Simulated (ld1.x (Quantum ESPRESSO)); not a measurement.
## iodine: TM pseudisation with PBE, scalar-relativistic reference atom.

ld1.x (Quantum ESPRESSO) 7.5 was run on this input:

```
&input
   title='I', zed=53., rel=1, dft='PBE', iswitch=3,
   config='[Kr] 4d10 5s2 5p5',
   nld=3, rlderiv=2.35, eminld=-6.0, emaxld=5.0, deld=0.02
 /
 &inputp
   pseudotype=2, tm=.true., lloc=1,
   nlcc=.false.,
   file_pseudopw='I.UPF', file_wfcaegen='ae.wfc', file_wfcncgen='nc.wfc', file_beta='beta', file_chi='chi'
 /
3
5S  1  0   2.00   0.00  1.55  1.55  0.0
4D  3  2  10.00   0.00  1.40  1.40  0.0
5P  2  1   5.00   0.00  2.15  2.15  0.0
 &test
   configts(1)='4d10 5s2 5p5'
 /
```

Command:

```bash
ld1.x < I.in > I.out
```

Output (shortened: banner, matrices, multipoles, cross overlaps and the repeated all-electron block are left out):

```
Program LD1 v.7.5
     --------------------------- All-electron run ----------------------------

     I
     scalar relativistic calculation

     atomic number is 53.00
     dft =PBE   lsd =0 sic =0 latt =0  beta=0.20 tr2=1.0E-14
     Exchange-correlation= PBE
                           (   1   4   3   4   0   0   0)
     mesh =1247 r(mesh) =  99.95380 a.u. xmin = -7.00 dx = 0.01250
     1 Ry =  13.60569312 eV, c = 137.03599908

     n l     nl                  e(Ry)          e(Ha)          e(eV)
     1 0     1S 1( 2.00)     -2424.3583     -1212.1792    -32985.0753
     2 0     2S 1( 2.00)      -374.5694      -187.2847     -5096.2757
     2 1     2P 1( 6.00)      -336.1798      -168.0899     -4573.9590
     3 0     3S 1( 2.00)       -75.5998       -37.7999     -1028.5883
     3 1     3P 1( 6.00)       -63.1611       -31.5805      -859.3504
     4 0     4S 1( 2.00)       -13.2735        -6.6367      -180.5947
     4 1     4P 1( 6.00)        -9.3762        -4.6881      -127.5694
     3 2     3D 1(10.00)       -44.5378       -22.2689      -605.9680
     4 2     4D 1(10.00)        -3.6954        -1.8477       -50.2791
     5 0     5S 1( 2.00)        -1.2794        -0.6397       -17.4072
     5 1     5P 1( 5.00)        -0.5208        -0.2604        -7.0858

     final scf error:  6.9E-15 reached in  24 iterations

     Etot =  -14232.800439 Ry,   -7116.400219 Ha, -193647.115053 eV

     Ekin =   14939.887313 Ry,    7469.943657 Ha,  203267.522078 eV
     Encl =  -34438.631382 Ry,  -17219.315691 Ha, -468561.450163 eV
     Eh   =    5627.968328 Ry,    2813.984164 Ha,   76572.409982 eV
     Exc  =    -362.024698 Ry,    -181.012349 Ha,   -4925.596949 eV

     normalization and overlap integrals

     s(1S/1S) =  1.000000  <r> =   0.0272  <r2> =    0.0010  r(max) =   0.0175
     s(2S/2S) =  1.000000  <r> =   0.1172  <r2> =    0.0162  r(max) =   0.0995
     s(2P/2P) =  1.000000  <r> =   0.1025  <r2> =    0.0128  r(max) =   0.0794
     s(3S/3S) =  1.000000  <r> =   0.3141  <r2> =    0.1127  r(max) =   0.2843
     s(3P/3P) =  1.000000  <r> =   0.3121  <r2> =    0.1130  r(max) =   0.2807
     s(4S/4S) =  1.000000  <r> =   0.7400  <r2> =    0.6185  r(max) =   0.6820
     s(4P/4P) =  1.000000  <r> =   0.7920  <r2> =    0.7147  r(max) =   0.7169
     s(3D/3D) =  1.000000  <r> =   0.2886  <r2> =    0.0986  r(max) =   0.2327
     s(4D/4D) =  1.000000  <r> =   0.9213  <r2> =    0.9944  r(max) =   0.7825
     s(5S/5S) =  1.000000  <r> =   1.9657  <r2> =    4.3827  r(max) =   1.6984
     s(5P/5P) =  1.000000  <r> =   2.4752  <r2> =    7.0926  r(max) =   2.0233

     ------------------------ End of All-electron run ------------------------

     --------------------- Generating NC pseudopotential ---------------------

      Generating local pot.: lloc=1, matching radius rcloc =   2.1500

      Wfc   5S  rcut= 1.537  Using Troullier-Martins method

      Wfc   4D  rcut= 1.391  Using Troullier-Martins method

     ------------------- End of pseudopotential generation -------------------

     Computing logarithmic derivative in   2.33609
     Computing logarithmic derivative in   2.33609
     Computing the partial wave expansion
     R is outside the sphere for l=    0 j= 0.00
       no projector for channel:   1
     R is outside the sphere for l=    2 j= 0.00

     ---------------------- Testing the pseudopotential ----------------------

     I
     scalar relativistic calculation

     atomic number is 53.00   valence charge is 17.00
     dft =PBE   lsd =0 sic =0 latt =0  beta=0.20 tr2=1.0E-14
     mesh =1247 r(mesh) =  99.95380 xmin = -7.00 dx = 0.01250

     n l     nl             e AE (Ry)        e PS (Ry)    De AE-PS (Ry)
     3 2     4D   1(10.00)       -3.69545       -3.69546        0.00002
     1 0     5S   1( 2.00)       -1.27940       -1.27941        0.00000
     2 1     5P   1( 5.00)       -0.52079       -0.52080        0.00000

     eps = 8.0E-15  iter = 17

     Etot =  -14232.800439 Ry,   -7116.400219 Ha, -193647.115053 eV
     Etotps =  -218.723610 Ry,    -109.361805 Ha,   -2975.886319 eV

     Ekin =     141.502261 Ry,      70.751131 Ha,    1925.236342 eV
     Encl =    -353.731198 Ry,    -176.865599 Ha,   -4812.758125 eV
     Ehrt =     183.165575 Ry,      91.582787 Ha,    2492.094603 eV
     Ecxc =     -21.804171 Ry,     -10.902086 Ha,    -296.660861 eV
     Epseu=    -167.856077 Ry,     -83.928039 Ha,   -2283.798278 eV

     ---------------------- End of pseudopotential test ----------------------
```

Generation and configuration tests took about 1.5 s on one core of a shared server CPU.

Transferability test of the new file with ld1.x, input:

```
&input
   title='I', zed=53., rel=1, dft='PBE', iswitch=2,
   config='[Kr] 4d10 5s2 5p5'
 /
 &test
   file_pseudo='I.UPF', nconf=8,
   configts(1)='4d10 5s2 5p5',
   configts(2)='4d10 5s2 5p4',
   configts(3)='4d10 5s2 5p3',
   configts(4)='4d10 5s2 5p2',
   configts(5)='4d10 5s2 5p1',
   configts(6)='4d10 5s1 5p6',
   configts(7)='4d10 5s2 5p5.3',
   configts(8)='4d10 5s1 5p5'
 /
```

```bash
ld1.x < I.test.in > I.test.out
```

Pseudopotential blocks of its output, shortened (energy terms left out; the distinct warnings before each block abridged to one line each):

```
     ---------------------- Testing the pseudopotential ----------------------

     n l     nl             e AE (Ry)        e PS (Ry)    De AE-PS (Ry)
     3 2     4D   1(10.00)       -3.69545       -3.69546        0.00002
     1 0     5S   1( 2.00)       -1.27940       -1.27941        0.00000
     2 1     5P   1( 5.00)       -0.52079       -0.52080        0.00000

     eps = 5.3E-15  iter = 17

     Etot =  -14232.800439 Ry,   -7116.400219 Ha, -193647.115053 eV
     Etotps =  -218.723610 Ry,    -109.361805 Ha,   -2975.886321 eV

     ---------------------- End of pseudopotential test ----------------------

          ---------------------- Testing the pseudopotential ----------------------

     n l     nl             e AE (Ry)        e PS (Ry)    De AE-PS (Ry)
     3 2     4D   1(10.00)       -4.39627       -4.39022       -0.00605  !
     1 0     5S   1( 2.00)       -1.92933       -1.92841       -0.00092
     2 1     5P   1( 4.00)       -1.12812       -1.12767       -0.00045

     eps = 5.6E-15  iter = 13

     Etot =  -14231.982320 Ry,   -7115.991160 Ha, -193635.983973 eV
     Etotps =  -217.905449 Ry,    -108.952725 Ha,   -2964.754675 eV
     dEtot_ae =       0.818119 Ry
     dEtot_ps =       0.818161 Ry,   Delta E=      -0.000042 Ry

     ---------------------- End of pseudopotential test ----------------------

          ---------------------- Testing the pseudopotential ----------------------

     n l     nl             e AE (Ry)        e PS (Ry)    De AE-PS (Ry)
     3 2     4D   1(10.00)       -5.18798       -5.17284       -0.01513  !
     1 0     5S   1( 2.00)       -2.64620       -2.64378       -0.00241
     2 1     5P   1( 3.00)       -1.79929       -1.79796       -0.00133

     eps = 7.0E-16  iter = 18

     Etot =  -14230.523651 Ry,   -7115.261826 Ha, -193616.137782 eV
     Etotps =  -216.447236 Ry,    -108.223618 Ha,   -2944.914670 eV
     dEtot_ae =       2.276787 Ry
     dEtot_ps =       2.276374 Ry,   Delta E=       0.000413 Ry

     ---------------------- End of pseudopotential test ----------------------

          ---------------------- Testing the pseudopotential ----------------------

     n l     nl             e AE (Ry)        e PS (Ry)    De AE-PS (Ry)
     3 2     4D   1(10.00)       -6.05451       -6.02745       -0.02705  !
     1 0     5S   1( 2.00)       -3.41498       -3.41048       -0.00450
     2 1     5P   1( 2.00)       -2.52054       -2.51776       -0.00279

     eps = 7.4E-15  iter = 16

     Etot =  -14228.368071 Ry,   -7114.184035 Ha, -193586.809613 eV
     Etotps =  -214.293062 Ry,    -107.146531 Ha,   -2915.605633 eV
     dEtot_ae =       4.432368 Ry
     dEtot_ps =       4.430549 Ry,   Delta E=       0.001819 Ry

     ---------------------- End of pseudopotential test ----------------------

          Warning: n=3, l=2 expected 0 nodes, found 1
     ---------------------- Testing the pseudopotential ----------------------

     n l     nl             e AE (Ry)        e PS (Ry)    De AE-PS (Ry)
     3 2     4D   1(10.00)       -6.98571       -6.94416       -0.04155  !
     1 0     5S   1( 2.00)       -4.22587       -4.21856       -0.00730  !
     2 1     5P   1( 1.00)       -3.28265       -3.27755       -0.00510  !

     eps = 2.4E-15  iter = 20

     Etot =  -14225.470376 Ry,   -7112.735188 Ha, -193547.384469 eV
     Etotps =  -211.398412 Ry,    -105.699206 Ha,   -2876.221921 eV
     dEtot_ae =       7.330063 Ry
     dEtot_ps =       7.325198 Ry,   Delta E=       0.004864 Ry

     ---------------------- End of pseudopotential test ----------------------

          ---------------------- Testing the pseudopotential ----------------------

     n l     nl             e AE (Ry)        e PS (Ry)    De AE-PS (Ry)
     3 2     4D   1(10.00)       -3.79157       -3.79676        0.00519  !
     1 0     5S   1( 1.00)       -1.33222       -1.33218       -0.00003
     2 1     5P   1( 6.00)       -0.55997       -0.55961       -0.00036

     eps = 5.6E-15  iter = 16

     Etot =  -14232.034993 Ry,   -7116.017496 Ha, -193636.700626 eV
     Etotps =  -217.957957 Ry,    -108.978979 Ha,   -2965.469082 eV
     dEtot_ae =       0.765446 Ry
     dEtot_ps =       0.765653 Ry,   Delta E=      -0.000207 Ry

     ---------------------- End of pseudopotential test ----------------------

          ---------------------- Testing the pseudopotential ----------------------

     n l     nl             e AE (Ry)        e PS (Ry)    De AE-PS (Ry)
     3 2     4D   1(10.00)       -3.50690       -3.50813        0.00123
     1 0     5S   1( 2.00)       -1.10122       -1.10139        0.00017
     2 1     5P   1( 5.30)       -0.35438       -0.35445        0.00006

     eps = 6.7E-15  iter = 15

     Etot =  -14232.931472 Ry,   -7116.465736 Ha, -193648.897846 eV
     Etotps =  -218.854685 Ry,    -109.427342 Ha,   -2977.669679 eV
     dEtot_ae =      -0.131033 Ry
     dEtot_ps =      -0.131074 Ry,   Delta E=       0.000042 Ry

     ---------------------- End of pseudopotential test ----------------------

          ---------------------- Testing the pseudopotential ----------------------

     n l     nl             e AE (Ry)        e PS (Ry)    De AE-PS (Ry)
     3 2     4D   1(10.00)       -4.49403       -4.49356       -0.00048
     1 0     5S   1( 1.00)       -1.98438       -1.98336       -0.00102
     2 1     5P   1( 5.00)       -1.17158       -1.17063       -0.00095

     eps = 2.1E-15  iter = 14

     Etot =  -14231.175313 Ry,   -7115.587657 Ha, -193625.004094 eV
     Etotps =  -217.098682 Ry,    -108.549341 Ha,   -2953.778050 eV
     dEtot_ae =       1.625126 Ry
     dEtot_ps =       1.624928 Ry,   Delta E=       0.000198 Ry

     ---------------------- End of pseudopotential test ----------------------
```
